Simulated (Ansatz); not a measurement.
The same path of C$_{3}$H$_{5}$Li (9 atoms, charge 0, multiplicity 1) was run twice with different band settings.

Computed with UKS CAM-B3LYP/cc-pVDZ in Ansatz 0.2.0.

Relaxed end points:

```xyz
9
Properties=species:S:1:pos:R:3
Li -1.223 2.003 0.156
C -0.379 0.321 0.224
C 0.302 0.856 -0.810
C -0.035 -1.074 0.652
H 1.102 0.364 -1.388
H 0.111 1.887 -1.200
H 0.278 -1.085 1.710
H 0.768 -1.548 0.053
H -0.925 -1.724 0.604
```

```xyz
9
Properties=species:S:1:pos:R:3
Li -1.220 2.004 0.161
C -0.382 0.319 0.219
C 0.300 0.855 -0.813
C -0.036 -1.074 0.652
H 1.105 0.364 -1.386
H 0.110 1.886 -1.202
H 0.768 -1.549 0.054
H 0.279 -1.080 1.709
H -0.924 -1.725 0.606
```

Common settings: movable images 7; climbing image yes; spring 5.0 eV/Å²; start path through a guess of the saddle point; force threshold 0.05 eV/Å; iteration limit 60; end points relaxed.

| run | optimiser |
| --- | --- |
| 1 | quadratic models (default) |
| 2 | fire |

(1) What does each run give, and how far can it be trusted?

## Answers

(1) Run 1: converged after 57 iterations, highest image 2.596 eV above the first end. The profile has 2 maxima (images 3, 6) with wells between them (image 5): this band takes more than one step, which may be the mechanism or a detour left from its start path. Neighbouring images differ by up to 2.3 eV, so the band resolves the path poorly. A vibrational analysis at the climbing image gives one clearly imaginary mode, 1636i cm⁻¹: a first-order saddle point.
Run 2: not converged after 60 iterations, highest image 1.391 eV above the first end. The band didn't meet its force threshold, so its energies are provisional: the largest band force was still 0.87 eV/Å, and over the last iterations the top moved between 1.37 and 1.39 eV.
